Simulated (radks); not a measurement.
The numbers below are computed, except where a source is named.
Task: These are the eigenvalues of the occupied orbitals of an atom or ion with whole-number occupations (eV). Code: a radial shooting solver on a logarithmic mesh with Libxc functionals. Model: scalar-relativistic Kohn-Sham, SCAN, spin-polarised, spherical densities, finite nucleus; meta-GGA in the generalised Kohn-Sham scheme; Fermi nuclear charge, rms radius of each element as measured or else 0.836 A^(1/3) + 0.57 fm.

orbital  eigenvalue
1s up     -4420.875
1s down   -4420.841
2s up     -486.0331
2s down   -485.7060
2p up     -397.5216
2p down   -397.2609
3s up      -61.9121
3s down    -60.7208
3p up      -39.4589
3p down    -38.2622
4s up       -7.8840
3d up       -7.5313
5p up       -1.0509

Which element is it, and in what charge state? The configuration may be excited. Open shells, if any, are filled with parallel spins first.

Result: Z = 21, scandium, charge 0: Sc in [Ar] 3d1 4s1 5p1. The list shows which subshells hold electrons but not how many an open one holds; the 1s level, -162.46 hartree, gives Z - s = 18.0 by -(Z - s)^2/2, which with screening and relativity narrows Z to a few neighbours, and the depths of the outer levels then fix element, charge and occupations together.
